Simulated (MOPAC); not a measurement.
Job for MOPAC: PM7 on C2H10GeO (a complex), monomers drawn apart or pushed together.

```
PM7 1SCF PRECISE CHARGE=0 THREADS=1
C2H10GeO

Ge     0.27547518 1     0.00490883 1     0.66784385 1
H     -0.18959325 1    -1.42929282 1     0.94692738 1
H     -0.71870537 1     1.01108193 1     1.26634658 1
H      0.31993744 1     0.22169733 1    -0.85822817 1
H      1.67846245 1     0.24257032 1     1.23903619 1
C      0.42160404 1     0.88301189 1     4.80983006 1
O      0.03538221 1    -0.35604064 1     4.25595480 1
C     -1.30903146 1    -0.67965915 1     4.53696632 1
H      0.33122582 1     0.87561218 1     5.90337436 1
H     -0.18911164 1     1.70447957 1     4.41368393 1
H      1.46236516 1     1.05047430 1     4.53807635 1
H     -1.48128412 1    -0.76097747 1     5.61760789 1
H     -1.51725654 1    -1.63993004 1     4.06828760 1
H     -1.99431921 1     0.07449678 1     4.12905679 1
```

Output:

```
*******************************************************************************
 **                                                                           **
 **                              MOPAC v23.2.5                                **
 **                                                                           **
 *******************************************************************************
 ** MOPAC's Digital Object Identifier: https://doi.org/10.5281/zenodo.6511958 **
 **                                                                           **
 ** Please cite the open-source release paper for use of this MOPAC version:  **
 ** J. E. Moussa and J. J. P. Stewart (2026)                                  **
 ** MOPAC: An open-source semiempirical molecular orbital program             **
 ** J. Open Source Softw., 11(119), 8025, https://doi.org/10.21105/joss.08025 **
 *******************************************************************************

                              PM7 CALCULATION RESULTS

 *******************************************************************************
 *  PM7        - The PM7 Hamiltonian to be used
 *
 *
 *
 *                 CHARGE ON SYSTEM = 0
 *
 *
 *
 *  PRECISE    - TIGHTER CRITERIA TO BE USED
 *  1SCF       - DO 1 SCF AND THEN STOP
 *  THREADS=1  - MULTI-THREADING NOT USED
 *  T=         - A TIME OF 172800.0 SECONDS REQUESTED
 *  DUMP=N     - RESTART FILE WRITTEN EVERY 7200.0 SECONDS REQUESTED
 *******************************************************************************
PM7 1SCF PRECISE CHARGE=0 THREADS=1
 C2H10GeO

   ATOM   CHEMICAL          X               Y               Z
  NUMBER   SYMBOL      (ANGSTROMS)     (ANGSTROMS)     (ANGSTROMS)

     1      Ge          0.27547518  *   0.00490883  *   0.66784385  *
     2       H         -0.18959325  *  -1.42929282  *   0.94692738  *
     3       H         -0.71870537  *   1.01108193  *   1.26634658  *
     4       H          0.31993744  *   0.22169733  *  -0.85822817  *
     5       H          1.67846245  *   0.24257032  *   1.23903619  *
     6       C          0.42160404  *   0.88301189  *   4.80983006  *
     7       O          0.03538221  *  -0.35604064  *   4.25595480  *
     8       C         -1.30903146  *  -0.67965915  *   4.53696632  *
     9       H          0.33122582  *   0.87561218  *   5.90337436  *
    10       H         -0.18911164  *   1.70447957  *   4.41368393  *
    11       H          1.46236516  *   1.05047430  *   4.53807635  *
    12       H         -1.48128412  *  -0.76097747  *   5.61760789  *
    13       H         -1.51725654  *  -1.63993004  *   4.06828760  *
    14       H         -1.99431921  *   0.07449678  *   4.12905679  *



          CARTESIAN COORDINATES

    NO.       ATOM           X           Y           Z

     1        Ge          0.2755      0.0049      0.6678
     2         H         -0.1896     -1.4293      0.9469
     3         H         -0.7187      1.0111      1.2663
     4         H          0.3199      0.2217     -0.8582
     5         H          1.6785      0.2426      1.2390
     6         C          0.4216      0.8830      4.8098
     7         O          0.0354     -0.3560      4.2560
     8         C         -1.3090     -0.6797      4.5370
     9         H          0.3312      0.8756      5.9034
    10         H         -0.1891      1.7045      4.4137
    11         H          1.4624      1.0505      4.5381
    12         H         -1.4813     -0.7610      5.6176
    13         H         -1.5173     -1.6399      4.0683
    14         H         -1.9943      0.0745      4.1291

 General Reference for PM7:
 "Optimization of Parameters for Semiempirical Methods VI: More Modifications to the
 NDDO Approximations and Re-optimization of Parameters", J. J. P. Stewart, J. Mol. Mod., 1:32, 19 (2013)
 https://link.springer.com/article/10.1007/s00894-012-1667-x

           Empirical Formula: C2 H10 O Ge  =    14 atoms



      MOLECULAR POINT GROUP   :   Cs


      RHF CALCULATION, NO. OF DOUBLY OCCUPIED LEVELS = 14


 -------------------------------------------------------------------------------
 PM7 1SCF PRECISE CHARGE=0 THREADS=1
 C2H10GeO



     1SCF WAS SPECIFIED, SO BFGS WAS NOT USED
     SCF FIELD WAS ACHIEVED


                              PM7 CALCULATION
                                                       MOPAC v23.2.5 Linux




          FINAL HEAT OF FORMATION =        -19.73938 KCAL/MOL =     -82.58957 KJ/MOL


          COSMO AREA              =        150.66 SQUARE ANGSTROMS
          COSMO VOLUME            =        142.70 CUBIC ANGSTROMS

          IONIZATION POTENTIAL    =          9.954202 EV
          HOMO LUMO ENERGIES (EV) =         -9.954  1.420
          NO. OF FILLED LEVELS    =         14
          MOLECULAR WEIGHT        =        122.6904         POINT GROUP:  Cs

          MOLECULAR DIMENSIONS (Angstroms)

            Atom       Atom       Distance
            H     9    H     4     6.79316
            H    11    H    13     3.97517
            H     5    H     3     2.15888


          SCF CALCULATIONS        =          1





   ATOM   CHEMICAL          X               Y               Z
  NUMBER   SYMBOL      (ANGSTROMS)     (ANGSTROMS)     (ANGSTROMS)

     1      Ge          0.27547518  *   0.00490883  *   0.66784385  *
     2       H         -0.18959325  *  -1.42929282  *   0.94692738  *
     3       H         -0.71870537  *   1.01108193  *   1.26634658  *
     4       H          0.31993744  *   0.22169733  *  -0.85822817  *
     5       H          1.67846245  *   0.24257032  *   1.23903619  *
     6       C          0.42160404  *   0.88301189  *   4.80983006  *
     7       O          0.03538221  *  -0.35604064  *   4.25595480  *
     8       C         -1.30903146  *  -0.67965915  *   4.53696632  *
     9       H          0.33122582  *   0.87561218  *   5.90337436  *
    10       H         -0.18911164  *   1.70447957  *   4.41368393  *
    11       H          1.46236516  *   1.05047430  *   4.53807635  *
    12       H         -1.48128412  *  -0.76097747  *   5.61760789  *
    13       H         -1.51725654  *  -1.63993004  *   4.06828760  *
    14       H         -1.99431921  *   0.07449678  *   4.12905679  *

                             CARTESIAN COORDINATES

   1   Ge        0.275475180     0.004908830     0.667843850
   2    H       -0.189593250    -1.429292820     0.946927380
   3    H       -0.718705370     1.011081930     1.266346580
   4    H        0.319937440     0.221697330    -0.858228170
   5    H        1.678462450     0.242570320     1.239036190
   6    C        0.421604040     0.883011890     4.809830060
   7    O        0.035382210    -0.356040640     4.255954800
   8    C       -1.309031460    -0.679659150     4.536966320
   9    H        0.331225820     0.875612180     5.903374360
  10    H       -0.189111640     1.704479570     4.413683930
  11    H        1.462365160     1.050474300     4.538076350
  12    H       -1.481284120    -0.760977470     5.617607890
  13    H       -1.517256540    -1.639930040     4.068287600
  14    H       -1.994319210     0.074496780     4.129056790


           Empirical Formula: C2 H10 O Ge  =    14 atoms



      MOLECULAR POINT GROUP   :   Cs


                  EIGENVALUES
 -29.70902 -24.86829 -23.45463 -17.41520 -16.41165 -15.98155 -15.89358 -13.51179
 -12.90218 -12.11448 -11.74700 -11.74003 -11.60752  -9.95420   1.41994   1.47598
   1.51131   2.41624   4.64524   5.14019   5.48342   5.50843   5.52614   5.72761
   6.19956   6.40301


              NET ATOMIC CHARGES AND DIPOLE CONTRIBUTIONS

  ATOM NO.   TYPE          CHARGE      No. of ELECS.   s-Pop       p-Pop
    1         Ge          -0.290904        4.2909     0.97858     3.31233
    2          H           0.077911        0.9221     0.92209
    3          H           0.070729        0.9293     0.92927
    4          H           0.063853        0.9361     0.93615
    5          H           0.077959        0.9220     0.92204
    6          C          -0.208857        4.2089     1.07642     3.13243
    7          O          -0.348471        6.3485     1.87849     4.46998
    8          C          -0.208862        4.2089     1.07643     3.13244
    9          H           0.120729        0.8793     0.87927
   10          H           0.118960        0.8810     0.88104
   11          H           0.143632        0.8564     0.85637
   12          H           0.120728        0.8793     0.87927
   13          H           0.143630        0.8564     0.85637
   14          H           0.118962        0.8810     0.88104
 DIPOLE           X         Y         Z       TOTAL
 POINT-CHG.    -1.095     1.029     1.052     1.834
 HYBRID         0.036    -0.033    -0.041     0.064
 SUM           -1.059     0.996     1.011     1.770


          ATOMIC ORBITAL ELECTRON POPULATIONS

     Atom    s        px        py        pz
    1 Ge   0.97858   1.11057   1.10997   1.09179
    2  H   0.92209
    3  H   0.92927
    4  H   0.93615
    5  H   0.92204
    6  C   1.07642   1.12044   0.91214   1.09986
    7  O   1.87849   1.29909   1.39912   1.77177
    8  C   1.07643   0.87143   1.12696   1.13404
    9  H   0.87927
   10  H   0.88104
   11  H   0.85637
   12  H   0.87927
   13  H   0.85637
   14  H   0.88104

 **********************
 *                    *
 * JOB ENDED NORMALLY *
 *                    *
 **********************




 == MOPAC DONE ==
```

The run finished.

Cost: around 0.05 core-seconds (rough).
